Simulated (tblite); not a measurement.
A geometry optimisation, step by step.

C7H6O3Si.
Atom-mapped SMILES: `[O:1]=[CH:2][C:3]1=[CH:4][C:5](=[O:6])[C:7]([SiH3:8])=[CH:9][C:10]1=[O:11]` (hydrogens: H12 on C2; H13 on C4; H14, H15, H16 on Si8; H17 on C9)

Computed with GFN2-xTB (tblite), gas phase: L-BFGS steps from a force-field or distance-geometry start until the largest atomic force falls under 0.01 eV/Å. 10 of its 127 geometries are shown.

Step 0: E = -867.1296 eV, largest atomic force 4.092 eV/Å
```
atom  x, y, z in Å  |  force x, y, z in eV/Å
O1     -3.899   -0.416   -0.845    1.856   1.164   2.068
C2     -3.179    0.065    0.053   -1.873  -1.287  -2.047
C3     -1.708    0.023    0.021   -0.568   0.590   0.843
C4     -1.096   -0.515   -1.022   -0.052  -0.368  -0.371
C5      0.353   -0.573   -1.080    1.314  -1.676  -3.494
O6      0.861   -1.113   -2.106   -0.618   1.122   2.255
C7      1.174   -0.009   -0.022   -0.552  -0.153  -0.290
Si8     3.018   -0.037   -0.044    1.684  -0.599  -0.577
C9      0.556    0.533    1.014   -0.830   0.707   1.271
C10    -0.913    0.599    1.119   -0.904   1.171   2.283
O11    -1.464    1.129    2.109    0.926  -0.883  -1.662
H12    -3.635    0.517    0.929   -0.002   0.217   0.302
H13    -1.747   -0.929   -1.785    0.487  -0.087  -0.275
H14     3.612    1.252    0.308   -0.218   0.054   0.099
H15     3.489   -1.087    0.880   -0.189   0.184  -0.005
H16     3.453   -0.405   -1.390   -0.032   0.066   0.030
H17     1.118    0.977    1.851   -0.428  -0.222  -0.429
```

Step 14: E = -867.5550 eV, largest atomic force 0.090 eV/Å
```
atom  x, y, z in Å  |  force x, y, z in eV/Å
O1     -3.907   -0.387   -0.797    0.003   0.023   0.067
C2     -3.204    0.061    0.068    0.038   0.027  -0.013
C3     -1.720    0.032    0.025    0.058  -0.030  -0.009
C4     -1.080   -0.523   -1.018    0.030  -0.001  -0.063
C5      0.392   -0.585   -1.120   -0.004  -0.018   0.049
O6      0.941   -1.106   -2.070    0.012  -0.002  -0.002
C7      1.160    0.003   -0.008   -0.025   0.029   0.030
Si8     3.059   -0.090   -0.114   -0.020   0.012   0.009
C9      0.514    0.552    1.032   -0.065   0.002   0.027
C10    -0.952    0.622    1.155   -0.041   0.052   0.061
O11    -1.499    1.129    2.115    0.023  -0.038  -0.062
H12    -3.610    0.544    0.974    0.009  -0.015  -0.006
H13    -1.642   -0.952   -1.838   -0.031  -0.013  -0.016
H14     3.530    1.228    0.307    0.029   0.075  -0.005
H15     3.458   -1.087    0.879    0.013  -0.078  -0.010
H16     3.492   -0.414   -1.462   -0.004  -0.007  -0.003
H17     1.060    0.985    1.862   -0.028  -0.018  -0.052
```

Step 28: E = -867.5596 eV, largest atomic force 0.040 eV/Å
```
atom  x, y, z in Å  |  force x, y, z in eV/Å
O1     -3.923   -0.377   -0.776    0.011  -0.005  -0.010
C2     -3.197    0.066    0.071    0.000   0.008   0.010
C3     -1.716    0.026    0.012    0.003   0.012   0.002
C4     -1.072   -0.527   -1.029   -0.012  -0.007  -0.010
C5      0.400   -0.593   -1.113   -0.007   0.018   0.014
O6      0.959   -1.122   -2.054    0.009   0.003   0.039
C7      1.157    0.010    0.001    0.021  -0.017  -0.013
Si8     3.057   -0.084   -0.108   -0.003   0.005  -0.008
C9      0.503    0.559    1.036    0.017   0.003  -0.017
C10    -0.962    0.621    1.149    0.010  -0.010   0.024
O11    -1.518    1.122    2.105   -0.010   0.003  -0.006
H12    -3.580    0.550    0.986   -0.018   0.004   0.007
H13    -1.632   -0.955   -1.851   -0.012  -0.014  -0.019
H14     3.539    1.234    0.309    0.000  -0.010   0.012
H15     3.457   -1.116    0.851   -0.001  -0.003  -0.007
H16     3.481   -0.399   -1.463   -0.004   0.013   0.001
H17     1.042    0.998    1.865   -0.003  -0.003  -0.020
```

Step 42: E = -867.5697 eV, largest atomic force 0.166 eV/Å
```
atom  x, y, z in Å  |  force x, y, z in eV/Å
O1     -3.928   -0.362   -0.787    0.139  -0.015  -0.062
C2     -3.195    0.082    0.055   -0.003   0.007   0.006
C3     -1.708    0.043   -0.001   -0.081  -0.067   0.008
C4     -1.059   -0.530   -1.031   -0.033  -0.014   0.032
C5      0.412   -0.664   -1.053   -0.008  -0.068   0.003
O6      0.990   -1.352   -1.875   -0.094   0.104   0.089
C7      1.156    0.038    0.007   -0.038   0.042   0.011
Si8     3.049   -0.063   -0.138    0.100  -0.026   0.029
C9      0.504    0.619    1.025   -0.079  -0.029  -0.009
C10    -0.965    0.632    1.152   -0.055   0.028  -0.140
O11    -1.548    1.106    2.106    0.133  -0.004   0.034
H12    -3.590    0.557    0.968    0.086   0.031   0.036
H13    -1.620   -0.963   -1.852    0.038   0.001   0.006
H14     3.575    1.139    0.519   -0.039  -0.034  -0.040
H15     3.441   -1.255    0.619   -0.010   0.010  -0.063
H16     3.428   -0.122   -1.543   -0.003   0.028   0.049
H17     1.050    1.108    1.820   -0.054   0.004   0.013
```

Step 56: E = -867.5890 eV, largest atomic force 0.149 eV/Å
```
atom  x, y, z in Å  |  force x, y, z in eV/Å
O1     -3.907   -0.324   -0.840    0.030   0.039  -0.034
C2     -3.194    0.109    0.024    0.045  -0.127   0.064
C3     -1.710    0.022    0.010    0.012   0.110  -0.054
C4     -1.047   -0.580   -0.993   -0.036  -0.074   0.070
C5      0.420   -0.742   -0.962   -0.042   0.094   0.076
O6      1.010   -1.514   -1.690    0.032  -0.037  -0.088
C7      1.156    0.058    0.030   -0.004   0.003   0.047
Si8     3.046   -0.058   -0.165   -0.086  -0.010   0.001
C9      0.492    0.690    1.007   -0.012  -0.004  -0.003
C10    -0.975    0.649    1.147    0.012  -0.005  -0.021
O11    -1.551    1.105    2.112    0.010   0.012   0.014
H12    -3.595    0.589    0.934    0.040   0.031  -0.046
H13    -1.585   -1.022   -1.822   -0.012  -0.016   0.003
H14     3.604    0.969    0.709    0.022   0.055   0.047
H15     3.442   -1.388    0.276    0.006  -0.062   0.003
H16     3.370    0.201   -1.559    0.011   0.017  -0.066
H17     1.016    1.249    1.771   -0.027  -0.026  -0.013
```

Step 70: E = -867.5998 eV, largest atomic force 0.035 eV/Å
```
atom  x, y, z in Å  |  force x, y, z in eV/Å
O1     -3.877   -0.283   -0.893   -0.010  -0.009  -0.001
C2     -3.187    0.123    0.002    0.009  -0.002   0.001
C3     -1.707    0.022    0.021   -0.009  -0.010   0.014
C4     -1.044   -0.656   -0.931   -0.008   0.008  -0.008
C5      0.427   -0.760   -0.930   -0.015  -0.011   0.001
O6      1.033   -1.460   -1.719    0.012   0.011   0.009
C7      1.156    0.041    0.066   -0.015  -0.005  -0.031
Si8     3.040   -0.063   -0.177   -0.016  -0.021   0.013
C9      0.487    0.707    1.016    0.004  -0.004  -0.006
C10    -0.979    0.674    1.146   -0.011   0.018  -0.003
O11    -1.559    1.135    2.107   -0.005   0.021   0.000
H12    -3.608    0.619    0.893    0.026  -0.005  -0.002
H13    -1.585   -1.148   -1.730    0.010  -0.005  -0.003
H14     3.620    0.880    0.778    0.009   0.015   0.014
H15     3.446   -1.433    0.124   -0.013   0.009  -0.006
H16     3.327    0.327   -1.552    0.004   0.011   0.000
H17     1.001    1.288    1.770    0.028  -0.020   0.007
```

Step 84: E = -867.6019 eV, largest atomic force 0.029 eV/Å
```
atom  x, y, z in Å  |  force x, y, z in eV/Å
O1     -3.877   -0.293   -0.884   -0.017  -0.011   0.004
C2     -3.182    0.118    0.006   -0.020  -0.010  -0.007
C3     -1.704    0.015    0.023   -0.001  -0.003   0.003
C4     -1.044   -0.673   -0.924    0.003   0.021  -0.014
C5      0.426   -0.764   -0.934    0.005   0.013   0.005
O6      1.036   -1.457   -1.725    0.010  -0.006  -0.017
C7      1.153    0.038    0.062    0.003   0.003   0.027
Si8     3.037   -0.060   -0.174   -0.009   0.012   0.005
C9      0.489    0.699    1.018   -0.011   0.002   0.007
C10    -0.979    0.689    1.136    0.008   0.011   0.002
O11    -1.565    1.191    2.073    0.027   0.009   0.001
H12    -3.596    0.624    0.894   -0.006   0.002   0.003
H13    -1.587   -1.174   -1.717   -0.002  -0.007   0.001
H14     3.620    0.851    0.813   -0.008  -0.012  -0.003
H15     3.426   -1.441    0.080    0.023  -0.018   0.000
H16     3.327    0.382   -1.533    0.007  -0.001   0.000
H17     1.012    1.266    1.778   -0.010  -0.005  -0.016
```

Step 98: E = -867.6042 eV, largest atomic force 0.017 eV/Å
```
atom  x, y, z in Å  |  force x, y, z in eV/Å
O1     -3.891   -0.354   -0.844    0.007  -0.009   0.006
C2     -3.191    0.097    0.022    0.008  -0.015   0.004
C3     -1.709    0.016    0.024    0.003   0.006  -0.011
C4     -1.049   -0.674   -0.923    0.002   0.008  -0.010
C5      0.424   -0.750   -0.950   -0.004   0.002  -0.007
O6      1.028   -1.415   -1.771    0.003   0.012   0.007
C7      1.156    0.022    0.065   -0.007  -0.011  -0.001
Si8     3.042   -0.073   -0.162   -0.001  -0.002  -0.003
C9      0.491    0.685    1.020    0.001   0.006  -0.008
C10    -0.978    0.723    1.112   -0.002  -0.007   0.003
O11    -1.558    1.298    2.010   -0.002   0.001   0.009
H12    -3.602    0.623    0.899    0.013   0.004  -0.004
H13    -1.592   -1.194   -1.703   -0.003   0.003   0.006
H14     3.610    0.801    0.866    0.004  -0.009   0.013
H15     3.449   -1.460    0.032   -0.012   0.005   0.002
H16     3.347    0.430   -1.497   -0.010  -0.008  -0.002
H17     1.015    1.236    1.789    0.001   0.013  -0.003
```

Step 112: E = -867.6059 eV, largest atomic force 0.044 eV/Å
```
atom  x, y, z in Å  |  force x, y, z in eV/Å
O1     -3.893   -0.440   -0.791   -0.003  -0.002  -0.005
C2     -3.189    0.072    0.036    0.008   0.001   0.014
C3     -1.706    0.023    0.017    0.002  -0.023   0.031
C4     -1.046   -0.668   -0.928   -0.008   0.007   0.007
C5      0.426   -0.733   -0.961   -0.007   0.043  -0.001
O6      1.036   -1.367   -1.801    0.000  -0.029  -0.020
C7      1.155    0.021    0.068    0.010   0.000   0.014
Si8     3.039   -0.092   -0.150    0.001   0.015   0.006
C9      0.491    0.700    1.013    0.004  -0.004  -0.001
C10    -0.977    0.751    1.094   -0.001   0.033  -0.015
O11    -1.558    1.354    1.974   -0.014  -0.021  -0.005
H12    -3.594    0.631    0.896   -0.007   0.004  -0.009
H13    -1.592   -1.196   -1.700    0.001  -0.010  -0.006
H14     3.611    0.727    0.921    0.008  -0.004  -0.002
H15     3.430   -1.490   -0.012   -0.009  -0.011   0.000
H16     3.345    0.464   -1.463    0.017   0.000  -0.007
H17     1.016    1.256    1.778   -0.002  -0.001   0.002
```

Step 126: E = -867.6072 eV, largest atomic force 0.008 eV/Å
```
atom  x, y, z in Å  |  force x, y, z in eV/Å
O1     -3.892   -0.515   -0.745    0.003   0.003   0.005
C2     -3.190    0.048    0.051   -0.005  -0.002  -0.002
C3     -1.707    0.019    0.022   -0.002   0.001  -0.002
C4     -1.046   -0.660   -0.931    0.000  -0.002   0.001
C5      0.426   -0.701   -0.980    0.003  -0.003  -0.005
O6      1.035   -1.317   -1.835    0.000   0.005   0.006
C7      1.156    0.041    0.059   -0.001  -0.003   0.002
Si8     3.041   -0.104   -0.143   -0.002   0.000   0.000
C9      0.490    0.715    1.006    0.001   0.002  -0.002
C10    -0.979    0.770    1.083    0.001   0.002   0.001
O11    -1.562    1.386    1.952    0.004  -0.004  -0.006
H12    -3.599    0.643    0.885    0.000  -0.001   0.000
H13    -1.590   -1.202   -1.695   -0.001   0.002   0.001
H14     3.624    0.677    0.949    0.000   0.002   0.003
H15     3.386   -1.516   -0.025   -0.001   0.000   0.000
H16     3.385    0.464   -1.441    0.001   0.000  -0.002
H17     1.014    1.264    1.776   -0.001  -0.001   0.000
```

Question: Summarise the path.

Answer: The energy falls by 46.08 kJ/mol from step 0 to step 126; nine tenths of that is first reached at step 28. It falls at every step. The largest force goes from 4.092 to 0.008 eV/Å. Among the bonds C7–Si8 changes most, from 1.845 to 1.901 Å; the atoms move by 0.432 Å rms after alignment.

Question: Follow the three bonds and two angles with the largest change from start to end.

Answer: 
| step | E above end (kJ/mol) | largest force (eV/Å) | C7–Si8 (Å) | C5=O6 (Å) | O1=C2 (Å) | C5–C7–Si8 (°) | Si8–C7–C9 (°) |
| --- | --- | --- | --- | --- | --- | --- | --- |
| 0 | 46.08 | 4.092 | 1.845 | 1.266 | 1.247 | 123.4 | 118.8 |
| 5 | 8.20 | 0.338 | 1.919 | 1.214 | 1.198 | 119.7 | 120.4 |
| 11 | 5.49 | 0.121 | 1.906 | 1.215 | 1.201 | 117.7 | 122.7 |
| 16 | 4.87 | 0.074 | 1.904 | 1.215 | 1.202 | 117.1 | 123.0 |
| 22 | 4.65 | 0.023 | 1.905 | 1.215 | 1.201 | 116.8 | 123.2 |
| 27 | 4.61 | 0.034 | 1.905 | 1.215 | 1.201 | 116.6 | 123.4 |
| 33 | 4.51 | 0.039 | 1.906 | 1.215 | 1.201 | 116.7 | 123.6 |
| 38 | 4.35 | 0.098 | 1.907 | 1.216 | 1.201 | 116.1 | 123.7 |
| 44 | 3.23 | 0.230 | 1.900 | 1.218 | 1.202 | 114.6 | 125.2 |
| 49 | 2.42 | 0.068 | 1.901 | 1.215 | 1.201 | 114.4 | 125.4 |
| 55 | 1.91 | 0.111 | 1.901 | 1.216 | 1.201 | 113.5 | 126.2 |
| 60 | 1.32 | 0.071 | 1.903 | 1.215 | 1.201 | 112.7 | 127.3 |
| 66 | 0.86 | 0.048 | 1.903 | 1.216 | 1.201 | 112.3 | 127.4 |
| 71 | 0.69 | 0.035 | 1.902 | 1.217 | 1.201 | 112.0 | 127.7 |
| 77 | 0.62 | 0.024 | 1.900 | 1.216 | 1.201 | 112.0 | 127.5 |
| 82 | 0.55 | 0.034 | 1.901 | 1.217 | 1.201 | 112.2 | 127.3 |
| 88 | 0.46 | 0.029 | 1.900 | 1.216 | 1.201 | 112.2 | 127.4 |
| 93 | 0.36 | 0.036 | 1.902 | 1.216 | 1.201 | 112.7 | 127.0 |
| 99 | 0.28 | 0.024 | 1.902 | 1.217 | 1.201 | 112.7 | 127.0 |
| 104 | 0.21 | 0.021 | 1.901 | 1.216 | 1.201 | 112.5 | 127.0 |
| 110 | 0.16 | 0.025 | 1.900 | 1.217 | 1.201 | 112.5 | 127.0 |
| 115 | 0.07 | 0.031 | 1.900 | 1.217 | 1.201 | 112.3 | 127.2 |
| 121 | 0.02 | 0.024 | 1.901 | 1.216 | 1.201 | 112.4 | 127.1 |
| 126 | 0.00 | 0.008 | 1.901 | 1.217 | 1.201 | 112.2 | 127.3 |

What follows is the cost of the whole relaxation. On one thread, Intel Xeon Platinum 8375C at 2.90 GHz (x86_64), no GPU (shared host), this took 1.4 s of wall time.
